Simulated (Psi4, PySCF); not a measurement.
CH9BGe2, singlet, geometry from GFN2-xTB, atoms displaced at random by about 0.03 Å a coordinate. Base run: TPSS/STO-3G, gradient run with PySCF.

The PySCF input:
```python
from pyscf import gto, scf, dft

mol = gto.M(
    atom='''
B    -0.48320199    0.30885917   -0.40962667
Ge    1.40723461    0.05606103   -1.10797656
H     1.86737691   -1.35007213   -1.09315311
H     1.72697055    0.61953178   -2.43770729
H     2.48764364    0.70099645   -0.15249478
Ge   -1.00713943   -0.34722664    1.42226059
H    -0.66737588   -1.83497682    1.69205383
H    -0.30306315    0.29289932    2.62156595
H    -2.43944545   -0.22535708    1.79928826
C    -1.51380772    1.02057654   -1.30354345
H    -2.27837158    1.49849360   -0.76427278
H    -1.98075807    0.17047675   -1.85365150
H    -1.09355986    1.64617314   -2.00899515
''',
    basis='sto-3g',
    verbose=4,
)

mf = dft.RKS(mol)
mf.xc = 'tpss'
mf.kernel()
g = mf.nuc_grad_method()
grad = g.kernel()
```

Programs used: Psi4, PySCF; a row that names a program was run with it.

The coordinate followed is z of atom 8.

The base run was repeated with changes; each row names its change, and settings that it needs were set with it.

```csv
change,dE/dx (Eh/bohr),net force (Eh/bohr)
base,0.035397,0.000063
code = psi4,0.035383,0.000211
grids.level = 0; grid_response = off,0.035093,0.013697
grids.level = 0; grid_response = on,0.036525,0.000000
finite difference step (bohr) = 1e-5; conv_tol = 1e-11,0.035401,-
finite difference step (bohr) = 1e-4; conv_tol = 1e-11,0.035401,-
grids.level = 1; grid_response = on,0.035421,0.000000
finite difference step (bohr) = 1e-3; conv_tol = 1e-11,0.035401,-
finite difference step (bohr) = 0.01; conv_tol = 1e-11,0.035400,-
finite difference step (bohr) = 0.05; conv_tol = 1e-11,0.035367,-
conv_tol = 1e-11,0.035397,0.000063
finite difference step (bohr) = 0.2; conv_tol = 1e-11,0.034859,-
```

The net force is zero for an exact gradient.
